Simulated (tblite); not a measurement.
C₅H₁₀OSi.
Geometry (GFN2-xTB, Å), atoms numbered from 1 in this order:
```xyz
17
C5H10OSi angstrom
C     -2.5265   -1.1883    0.0820
C     -1.5310   -0.4102    0.4252
C     -0.0959   -0.2769    0.7377
C      0.9390   -0.6523   -0.3017
Si     2.4609    0.4984   -0.2488
C     -0.9840    0.9476    0.5481
O     -0.8552    1.8089   -0.5427
H     -2.4286   -2.2629    0.0735
H     -3.4918   -0.7885   -0.1866
H      0.2203   -0.4745    1.7562
H      0.4858   -0.6310   -1.2960
H      1.2439   -1.6875   -0.1323
H      2.0550    1.8829   -0.4719
H      3.3851    0.0616   -1.2991
H      3.0966    0.3643    1.0637
H     -1.2266    1.5366    1.4252
H     -0.7540    1.2838   -1.3435
```

Method: GFN2-xTB as coded in tblite; computed harmonic values from a numerical Hessian at the method's own geometry, unscaled. Against measured fundamentals such values can be off by several per cent, at times by over 20. Modes of hydrogen on silicon can be 10 to 20 % off. One conformer, not necessarily the lowest.

Harmonic wavenumbers (cm⁻¹): 65.8, 95.5, 106.1, 172.6, 201.3, 237.7, 264.7, 385.8, 500.9, 518.5, 533.3, 567.3, 685.0, 744.7, 770.7, 784.8, 790.2, 798.3, 805.5, 889.4, 897.0, 937.7, 1008.7, 1040.1, 1054.3, 1132.5, 1153.1, 1183.2, 1211.8, 1243.7, 1315.7, 1354.7, 1434.7, 1484.6, 1867.1, 2250.4, 2260.0, 2303.5, 2951.0, 2969.8, 3019.0, 3035.8, 3072.0, 3088.0, 3554.7.

A = 3935, B = 1289, C = 1080 MHz; mass 114.050 u (most abundant isotopes); point group C1, symmetry number 1.

**Question.** What is the zero-point energy?

**Answer.** ½Σν̃ = 28371 cm⁻¹ = 339.39 kJ/mol.

**Question.** Entropy at 298.15 K, 1 bar (ideal gas, RRHO, classical rotation)?

**Answer.** Translation 167.93, rotation 119.09, vibration 105.13: S = 392.2 J/(mol K).

**Question.** And Cp and H(298.15 K) − H(0)?

**Answer.** Cp = 151.78 J/(mol K), of which vibrations give 118.52 (their classical limit is 45 R = 374.2); H(298.15 K) − H(0) = 27.08 kJ/mol without the zero-point energy, 17.17 from vibrations.

**Question.** What must be added to the electronic energy to get the Gibbs energy at 298.15 K and 1 bar?

**Answer.** ZPE + [H(298.15 K) − H(0)] − T·S = 339.39 + 27.08 − 116.92 = 249.55 kJ/mol.

**Question.** Which modes carry the vibrational entropy at 298.15 K?

**Answer.** 65.8 cm⁻¹: 17.89; 95.5 cm⁻¹: 14.83; 106.1 cm⁻¹: 13.97; 172.6 cm⁻¹: 10.07; 201.3 cm⁻¹: 8.88; 237.7 cm⁻¹: 7.62 J/(mol K); the other 39 give 31.89 together.

Hindered rotation and anharmonicity are outside this model. Other conformers, if any are populated, would add a mixing term that is left out. The structure is chiral; the term R ln 2 for an equal mix with its mirror image is left out.
